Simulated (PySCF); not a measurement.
## How methods differ on the ionisation energy of Co

Co [Ar] 3d7 4s2 (4F) → Co+ [Ar] 3d8 (3F), as a difference of total energies. Computed with PySCF 2.14 in x2c-SVPall (5s3p3d1f, 36 functions), with the spin-free X2C one-electron Hamiltonian (Gaussian nucleus). Correlated levels: valence: [Ar] frozen. The calculations carry no spin-orbit coupling.

| method | ionisation energy (eV) | error (eV) |
| --- | --- | --- |
| UHF | 8.245 | +0.376 |
| PBE | 7.613 | -0.256 |
| M06-L | 7.317 | -0.552 |
| MP2 (valence) | 7.172 | -0.697 |
| SCS-MP2 (valence) | 7.354 | -0.515 |

Reference: 7.869 eV (measured; NIST levels, between the centres of gravity of the two terms).

Errors of the correlated levels include the incompleteness of this basis and the frozen core.

MP2 underrates the near-degeneracy of ns² with np² in the lower species.
